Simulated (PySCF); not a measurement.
Nb(F)3(OH)2 (F3H2NbO2), SMILES [Nb]([OH])([OH])([F])([F])[F], multiplicity 1.

The structure is a stationary point at PBE-D3(BJ)/def2-SVP. A frequency run showed that this geometry is not a minimum. The spin state was assumed, not searched. The structure was generated by enumeration; whether it is a known compound was not checked. The def2 effective core potentials stand for the cores of Nb; spin–orbit coupling is left out. Other conformers were not sampled.

The numbers are results of PBE-D3(BJ)/def2-SVP (PySCF), not measurements.

Frequencies are harmonic and unscaled.

Modes within 1.5 cm⁻¹ of each other (mostly degenerate sets) share a row, with their intensities summed.

Q: Estimate the vibrational spectrum. (An estimate is asked for; the answer gives what the named calculation found.)

A: 
```json
[
 {"mode": "1–2", "ν (cm⁻¹)": "131i", "IR (km/mol)": "289.7", "moving atoms (share of kinetic energy)": "H 83 %, O 10 %"},
 {"mode": "3–4", "ν (cm⁻¹)": "139", "IR (km/mol)": "8.6", "moving atoms (share of kinetic energy)": "F 81 %, O 11 %"},
 {"mode": "5–6", "ν (cm⁻¹)": "271", "IR (km/mol)": "0.0", "moving atoms (share of kinetic energy)": "F 44 %, H 41 %, O 14 %"},
 {"mode": "7", "ν (cm⁻¹)": "281", "IR (km/mol)": "22.8", "moving atoms (share of kinetic energy)": "F 69 %, Nb 21 %, O 9 %"},
 {"mode": "8–9", "ν (cm⁻¹)": "327", "IR (km/mol)": "257.2", "moving atoms (share of kinetic energy)": "O 62 %, F 13 %, Nb 13 %, H 13 %"},
 {"mode": "10–11", "ν (cm⁻¹)": "371", "IR (km/mol)": "0.0", "moving atoms (share of kinetic energy)": "H 51 %, O 36 %, F 12 %"},
 {"mode": "12", "ν (cm⁻¹)": "631", "IR (km/mol)": "0.0", "moving atoms (share of kinetic energy)": "F 84 %, O 15 %"},
 {"mode": "13–14", "ν (cm⁻¹)": "701", "IR (km/mol)": "419.9", "moving atoms (share of kinetic energy)": "F 73 %, Nb 27 %"},
 {"mode": "15", "ν (cm⁻¹)": "736", "IR (km/mol)": "0.0", "moving atoms (share of kinetic energy)": "O 79 %, F 16 %"},
 {"mode": "16", "ν (cm⁻¹)": "745", "IR (km/mol)": "360.7", "moving atoms (share of kinetic energy)": "O 67 %, Nb 28 %"},
 {"mode": "17", "ν (cm⁻¹)": "3864", "IR (km/mol)": "698.1", "moving atoms (share of kinetic energy)": "H 94 %"},
 {"mode": "18", "ν (cm⁻¹)": "3868", "IR (km/mol)": "0.0", "moving atoms (share of kinetic energy)": "H 94 %"}
]
```
